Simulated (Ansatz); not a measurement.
`F[SiH](F)N[SiH](Cl)Cl` + `[NH2][GeH2][Cl]` → `[Cl][GeH2][NH][SiH](Cl)Cl` + `N[SiH](F)F`  (ligand exchange at the Si–N bond)

Gas-phase electronic energies from Ansatz, PBE0-D4/def2-TZVP geometries. CCSD(T)/CBS adds triple-zeta CCSD(T) − MP2 to the extrapolated MP2 energy (def2 sets, frozen cores). This one scheme is used for every species. For Ge outer-core shells are correlated without core-valence functions, which leaves a few kJ/mol of doubt a bond. Scalar relativity is left out up to krypton. One conformer a species, not always the lowest.

| species | CCSD(T)/CBS(def2) energy (Eh) |
| --- | --- |
| `F[SiH](F)N[SiH](Cl)Cl` | -1754.12603 |
| `[NH2][GeH2][Cl]` | -2593.05183 |
| `[Cl][GeH2][NH][SiH](Cl)Cl` | -3801.83009 |
| `N[SiH](F)F` | -545.34917 |

**Question.** Work out ΔE.

**Answer.** ΔE = (-3801.83009) + (-545.34917) − (-1754.12603) − (-2593.05183) = -0.00140 Eh = -3.7 kJ/mol.

Largest T1 diagnostic among the species: 0.011.
